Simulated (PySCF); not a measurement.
**Worked example: oscillator strength and radiative lifetime**

Si(Br)(Me) (CH3BrSi), SMILES C[Si]Br (connectivity only; charge and spin as stated), neutral, multiplicity 1.

Geometry optimised at PBE-D3(BJ)/def2-TZVP.

TDA-M06-2X/def2-SVPD run with PySCF puts the first singlet state with f over 0.02 at 2.85 eV (vertical), with the transition dipole (0.000, 0.000, 0.581) in atomic units.

**Question.** Find the oscillator strength, the wavelength and the radiative lifetime that this transition would have in vacuum if emission retraced absorption.

**Answer.** 
|μ|² = 0.3376 au, so |μ| = 1.48 D. ΔE = 2.85/27.211 = 0.1047 hartree. f = (2/3) ΔE |μ|² = 0.024 (the program prints 0.024).
λ = 1239.84/2.85 = 435 nm; ν = 22987 cm⁻¹.
Einstein's coefficient A = 0.6670 ν² f s⁻¹ (ν in cm⁻¹) = 8300000 s⁻¹, so τ = 1/A = 120 ns. This state is S1. The figure is the radiative limit of this one transition; relaxation, internal conversion, crossing to triplets and a medium change what is measured.
